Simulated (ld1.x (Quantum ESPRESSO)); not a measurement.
N (Z = 7), PAW: configuration errors across variants

ld1.x (Quantum ESPRESSO) 7.5 input, shortened:

```
&input
   title='N', zed=7., rel=0, dft='PBE', iswitch=3,
   config='[He] 2s1.5 2p3.5'
 /
 &inputp
   pseudotype=3, lpaw=.true., tm=.true., lloc=-1, rcloc=1.65,
   nlcc=.true., new_core_ps=.true., rcore=0.85,
   which_augfun='PSQ', rmatch_augfun_nc=.true.
 /
4
2S  1  0   1.50   0.00  0.80  1.00  0.0
2S  1  0   0.00   2.10  0.80  1.00  0.0
2P  2  1   3.50   0.00  1.40  1.85  0.0
2P  2  1   0.00   0.35  1.40  1.85  0.0
 &test
   configts(1)='2s1.5 2p3.5'
 /
```

All-electron excitation energies from the reference (eV): (1) 2s2 2p3 -5.735; (2) 2s2 2p2 7.862; (3) 2s2 2p1 36.721; (4) 2s1 2p3 19.609; (5) 2s2 2p3.3 -7.356; (6) 2s1 2p4 5.742; (7) 2s2 2p2.5 -0.639.

Tests that are not counted but printed errors over 1 eV. “waves 2p (bound): rcut 1.40, rcutus 2.80 bohr; 2p channel at 0.35 Ry: rcut 1.40, rcutus 2.80 bohr”: 2s1 2p3 (solver errors, printed error -132 eV); 2s2 2p2 (solver errors, printed error -128 eV); 1 more.

Errors AE − PS in meV (a dash: test not solved or not reliable):

| change | (1) | (2) | (3) | (4) | (5) | (6) | (7) | bound ghosts |
| --- | --- | --- | --- | --- | --- | --- | --- | --- |
| base | -0.1 | -0.5 | -4.2 | -1.4 | -0.1 | -0.1 | -0.1 | none |
| waves 2p (bound): rcut 1.36, rcutus 1.44 bohr; 2p channel at 0.35 Ry: rcut 1.36, rcutus 1.44 bohr | -0.1 | -0.6 | -6.7 | -1.3 | -0.2 | -0.1 | -0.1 | none |
| waves 2p (bound): rcut 1.40, rcutus 1.70 bohr; 2p channel at 0.35 Ry: rcut 1.40, rcutus 1.70 bohr | -0.1 | +0.6 | +2.4 | -0.4 | -0.1 | -0.1 | +0.1 | none |
| waves 2p (bound): rcut 1.40, rcutus 1.82 bohr; 2p channel at 0.35 Ry: rcut 1.40, rcutus 1.82 bohr | -0.1 | -0.5 | -4.2 | -1.4 | -0.1 | -0.1 | -0.1 | none |
| waves 2p (bound): rcut 1.40, rcutus 2.08 bohr; 2p channel at 0.35 Ry: rcut 1.40, rcutus 2.08 bohr | -0.1 | -2.7 | -17 | -3.6 | -0.1 | -0.1 | -0.4 | none |
| waves 2p (bound): rcut 1.40, rcutus 2.38 bohr; 2p channel at 0.35 Ry: rcut 1.40, rcutus 2.38 bohr | -0.1 | -12 | -53 | -17 | -0.4 | -0.1 | -2.2 | none |
| waves 2p (bound): rcut 1.40, rcutus 2.52 bohr; 2p channel at 0.35 Ry: rcut 1.40, rcutus 2.52 bohr | -0.1 | -19 | -77 | -25 | -0.5 | -0.1 | -3.3 | none |
| waves 2p (bound): rcut 1.40, rcutus 2.80 bohr; 2p channel at 0.35 Ry: rcut 1.40, rcutus 2.80 bohr | -0.1 | – | – | – | +0.1 | -0.1 | -5.4 | none |

Task: Give the same row for: waves 2p (bound): rcut 1.20, rcutus 1.28 bohr; 2p channel at 0.35 Ry: rcut 1.20, rcutus 1.28 bohr.

Result: -0.1, -0.2, -2.3, -0.4, -0.2, 0.0, -0.1; bound ghosts: none.
